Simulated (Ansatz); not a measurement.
Coupled-cluster diagnostics for the cluster Li₁₈ (the lowest singlet isomer of a short search), Ansatz.

Geometry of the singlet (PBE0/def2-SVP):

```xyz
18

Li    1.0764    0.9445    0.5854
Li   -1.6406    1.4919   -3.4455
Li   -0.0608   -1.5452    0.0456
Li    1.4482    2.9710    2.2964
Li   -1.8948   -1.6304   -2.1858
Li    0.9756    0.0521   -2.3009
Li    0.8759   -3.5429   -1.4693
Li    3.3838    1.9756   -0.2830
Li    1.3795   -2.9995    1.8072
Li   -1.5753    2.2566    1.4386
Li   -1.5580   -3.6110    0.8622
Li   -1.3293    0.7876   -0.8524
Li    2.8171    0.1474    2.4866
Li    0.2375    3.0997   -1.1576
Li   -2.9341   -0.6870    0.7901
Li   -0.2963   -0.4347    2.6306
Li   -3.7454    1.9595   -0.9545
Li    2.8408   -1.2352   -0.2937
```

Correlated methods freeze no core orbitals; core or outer-core shells of Li are correlated, in sets that lack core-valence functions. The structure comes from a short search, and lower isomers may exist.

(1) Estimate the CCSD(T) correlation energy, the shares of MP2 and (T), T1 and the reference's ⟨S²⟩ for: charge 0, singlet, own geometry in def2-SVP; and the rough time on 4 threads of Intel Xeon 6975P-C on a shared host.

## Answers

(1) 
| state | basis | correlation (eV) | MP2 share (%) | (T) share (%) | T1 | ⟨S²⟩ (pure) | wall time | remarks |
| --- | --- | --- | --- | --- | --- | --- | --- | --- |
| charge 0, singlet, own geometry | def2-SVP | -12.308 | 86.6 | 10.6 | 0.015 | 0.00 (0.00) | 43 s | restricted SCF unstable |
Customary marks for T1 are 0.02 (closed shells), 0.045 (open shells) and about 0.05 (3d metals). T1 stays under 0.02 throughout.
